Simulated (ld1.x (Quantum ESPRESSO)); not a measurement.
**Tc (Z = 43), TM: configuration errors across variants**

technetium (Tc), norm-conserving Troullier–Martins (Kleinman–Bylander form), made with ld1.x (Quantum ESPRESSO) 7.5 (BP86, fully relativistic). Core [Ar] 3d10 4s2, reference 4p6 4d4 5s0 5p0 (charge +3). Waves: 5s (bound, empty): rc 2.15 bohr; 4p (bound): rc 1.55 bohr; 4d (bound): rc 2.05 bohr. Local part: all-electron potential smoothed inside 1.25 bohr (lloc = -2). Core correction: Bessel-smoothed model core inside 0.85 bohr.

Open shells are filled in proportion to 2j + 1 (rel_dist='average').

All-electron excitation energies from the reference (eV): (1) 4p6 4d5 5s2 5p0 -52.151; (2) 4p6 4d5 5s1 5p0 -43.803; (3) 4p6 4d5 5s0 5p0 -28.793; (4) 4p6 4d6 5s1 5p0 -53.039; (5) 4p6 4d5 5s0 5p1 -39.174; (6) 4p6 4d5 5s1 5p1 -48.356; (7) 4p6 4d3 5s0 5p0 42.097.

2 further variants failed, have other tests or another functional or relativity, and are left out.

A true bound ghost makes a file unfit for plane-wave use even where its test errors are small: the radial tests pick states by their node count and pass the ghost by.

The file “local potential the p channel” misses its own reference levels by 2.0 eV.

Errors AE − PS in meV (a dash: test not solved or not reliable):

```tsv
change	(1)	(2)	(3)	(4)	(5)	(6)	(7)	bound ghosts
base	+71	+37	-9.0	+38	+33	+59	-11	s
type PAW; waves now 5s (bound): rcut 1.85, rcutus 2.15 bohr; 5s channel at 2.95 Ry: rcut 1.85, rcutus 2.15 bohr; 4p (bound): rcut 1.50, rcutus 1.55 bohr; 5p (bound): rcut 1.50, rcutus 1.55 bohr; 4d (bound): rcut 1.80, rcutus 2.05 bohr; 4d channel at -2.3 Ry: rcut 1.80, rcutus 2.05 bohr; local potential all-electron potential smoothed inside 1.25 bohr (lloc = -1); augmentation PSQ, inside the norm-conserving radii	–	–	–	–	–	–	–	not determined
wave 5s (bound): rc 2.15 bohr becomes 5s (bound): rc 3.18 bohr	+33	+11	-9.0	+16	+33	+39	-11	s
local potential all-electron potential smoothed inside 2.36 bohr (lloc = -2)	+117	+39	-45	-10	-426	-192	-52	none
core correction Bessel-smoothed model core inside 1.10 bohr	+71	+37	-9.1	+38	+33	+59	-11	s
wave 4d (bound): rc 2.05 bohr becomes 4d (bound): rc 2.68 bohr	+70	+46	+17	+65	+49	+64	+52	s, d5/2
local potential the p channel	-8.3	+4.7	-4.4	-16	+84	+52	-5.8	s
all radii but the core radius scaled by about 1.22 (s 2.62, p 1.90, d 2.50 bohr); local potential all-electron potential smoothed inside 1.52 bohr (lloc = -2)	+32	+28	+5.5	+21	+78	+67	+26	s
```

Problem. Give the same row for: wave 4p (bound): rc 1.55 bohr becomes 4p (bound): rc 2.32 bohr.

Solution. +71, +38, -7.8, +40, +66, +79, -8.3; bound ghosts: s.
